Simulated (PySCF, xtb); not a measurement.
CH5AlOSe, SMILES [Al]([SeH])([OH])[CH3]. Other conformers were not sampled.

Harmonic wavenumbers (cm⁻¹) from GFN2-xTB in xtb at its own minimum, in rising order: 63, 100, 138, 147, 190, 327, 400, 453, 472, 573, 589, 624, 903, 1285, 1442, 1450, 2048, 2953, 2956, 2963, 3765.

Problem. What does PBE-D3(BJ)/def2-SVP in PySCF give at its own minimum? (Estimate from the structure and the level; the computed values follow.)

Solution. 16, 127, 180, 189, 205, 332, 340, 522, 573, 633, 640, 684, 856, 1163, 1375, 1376, 2357, 2972, 3067, 3082, 3823. Paired by order, the mean absolute difference is 72 cm⁻¹ and the zero-point energies are 34.1 and 35.0 kcal/mol.
